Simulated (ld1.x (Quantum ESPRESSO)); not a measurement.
**hafnium: one change to a TM potential, before and after**

ld1.x (Quantum ESPRESSO) 7.5 input, shortened:

```
&input
   title='Hf', zed=72., rel=2, dft='PZ', iswitch=3,
   config='[Xe] 4f14 5d2 6s2 6p0', rel_dist='average'
 /
 &inputp
   pseudotype=2, tm=.true., lloc=0,
   nlcc=.true., new_core_ps=.true., rcore=1.60
 /
3
6P  2  1   0.00   0.00  3.75  3.75  0.0
5D  3  2   2.00   0.00  1.70  1.70  0.0
6S  1  0   2.00   0.00  2.25  2.25  0.0
 &test
   configts(1)='5d2 6s2 6p0'
 /
```

Open shells are filled in proportion to 2j + 1 (rel_dist='average').

All-electron outer shells of the reference configuration (LDA (PZ), scalar-relativistic, ld1.x):

| shell | level (eV) | outermost node (bohr) | outermost maximum (bohr) |
| --- | --- | --- | --- |
| 5p | -35.71 | 0.60 | 1.16 |
| 4f | -17.03 | – | 0.45 |
| 6s | -5.27 | 1.37 | 2.89 |
| 5d | -2.87 | 0.67 | 1.71 |
| 6p | -1.47 | 1.66 | 4.05 |

Change: all radii but the core radius scaled by about 1.32 (s 2.98, p 4.96, d 2.24 bohr).

Cutoffs: the cutoffs (Ry, on a coarse ladder) from which the occupation-weighted sum of valence levels, in a spherical-Bessel basis at the reference potential, stays within 10 and 1 mRy of its value at 400 Ry; they do not see the model core or the augmentation charge, which bear on the density cutoff. Errors are all-electron minus pseudo energies relative to the spin-unpolarised reference configuration.

How do hardness, ghosts and transferability respond?

The potential gets softer (25 Ry and 35 Ry → 25 Ry and 30 Ry); of the 7 tests that both files solve, the error grows in 5 and shrinks in 1 by more than 15 % and 0.3 meV (median size 32.6 → 40.1 meV); neither file shows a bound ghost. A larger radius leaves more room for a smooth pseudo-wave, so fewer plane waves are needed.

```csv
quantity,base,changed
"cutoff, loose",25 Ry,25 Ry
"cutoff, tight",35 Ry,30 Ry
loose cutoff by channel (10 mRy a level),"d 21 Ry, s 10 Ry","d 21 Ry, s 6 Ry"
bound ghosts,none,none
"error for 5d2 6s1 6p0, meV [ΔE 8.20 eV]",-3.2,-5.1
"error for 5d2 6s0 6p0, meV [ΔE 22.70 eV]",-34,-40
"error for 5d1 6s0 6p0, meV [ΔE 44.79 eV]",-304,-287
"error for 5d1 6s2 6p0, meV [ΔE 6.73 eV]",-46,-67
"error for 5d3 6s1 6p0, meV [ΔE 2.58 eV]",-33,-42
"error for 5d2 6s0 6p1, meV [ΔE 12.95 eV]",-14,+9.0
"error for 5d2.5 6s1.5 6p0, meV [ΔE 1.25 eV]",-8.8,-11
```
